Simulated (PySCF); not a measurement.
## GdO from Hartree–Fock to correlated methods

State: nonet, about 7.2 electrons in the 4f shell (Mulliken). Set-up: PySCF, spin-free X2C with a Gaussian nucleus, basis sets Gd x2c-SVPall, O x2c-SVPall. De refers to Gd (4f7 5d1 6s2) + O in their high-spin ground configurations, without counterpoise correction. The functionals are run spin-unrestricted. A positive dipole means Gd(−)O(+).

```csv
Level,Re (Å),ωe (cm⁻¹),De (eV),μ (D)
UHF,1.807,875,n/a,-5.09
UHF-MP2,1.802,863,n/a,n/a
UHF-SCS-MP2,1.803,881,n/a,n/a
PBE,1.801,832,8.48,-3.90
PBEsol,1.788,851,8.94,-3.82
r²SCAN,1.795,857,7.91,-4.09
PBE0,1.788,872,7.46,-4.28
M06-2X,1.797,873,6.69,-4.65
```

(1) What does a quarter of exact exchange do here, going from PBE to PBE0?

(2) What does second-order correlation do here, going from UHF to UHF-MP2?

Correlated steps freeze 19 core orbitals. Spin–orbit coupling is left out, which matters for elements this heavy, above all for dissociation energies. The state is the lowest single determinant that the PBE0 search found; with open d or f shells the true ground state can be another one.

The whole job (state search and all levels along the bond) took about 8.4 min on 2 threads of Arm Neoverse V2 (shared host), peak memory 2.8 GiB.

Answers

(1) PBE0 less PBE: -1.3 pm in Re, +4.8 % in ωe, -1.02 eV in De. Exact exchange removes part of the self-interaction that spreads semilocal densities, and in most molecules shortens and stiffens the bond and lowers De; so it does here.

(2) UHF-MP2 less UHF: -0.5 pm in Re, -1.4 % in ωe. Correlation nearly always deepens the well. The bond shortens, as in weak, metallic or heavy-atom bonds, where dispersion and the correlation of outer-core electrons pull the atoms together.
